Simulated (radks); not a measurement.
Problem. The table gives one normalised radial function P(r) = r R(r) (large component) of Ag18+ in [Ar] 3d10 4s1 (r in bohr). Calculated with a radial shooting solver on a logarithmic mesh with Libxc functionals: Dirac Kohn-Sham, BLYP, spin-unpolarised, spherical densities, finite nucleus; Fermi nuclear charge, rms radius 4.5454 fm.

| r | P |
|---|---|
| 0.001983 | 0.1963 |
| 0.002865 | 0.2653 |
| 0.00414 | 0.3510 |
| 0.005981 | 0.4501 |
| 0.008642 | 0.5496 |
| 0.01249 | 0.6204 |
| 0.01804 | 0.6099 |
| 0.02607 | 0.4444 |
| 0.03766 | 0.0615 |
| 0.05441 | -0.5026 |
| 0.07862 | -0.9905 |
| 0.1136 | -0.9208 |
| 0.1641 | 0.0237 |
| 0.2371 | 1.3447 |
| 0.3426 | 1.8759 |
| 0.495 | 1.2383 |
| 0.721 | 0.3753 |
| 1.042 | 0.0444 |
| 1.505 | 0.0014 |
| 2.175 | 0.0000 |

Which n and l does it have? It may be an empty orbital.

Solution. n = 3, l = 0: the number of nodes gives n - l - 1 = 2, the rise at small r points to l (this Dirac orbital starts outside the nucleus as r^gamma with gamma = sqrt((l + 1)^2 - (Z/c)^2) = 0.94; the j = 1/2 orbital of l + 1 starts with the same power, but with a smaller coefficient, and then steepens), and the extent must fit the shell. The curve is that of 3s1/2. 3s1/2: eigenvalue -1141.6 eV, 2 radial nodes at r = 0.0394, 0.163 bohr, <r> = 0.364 bohr, 90 % of the charge inside 0.535 bohr.
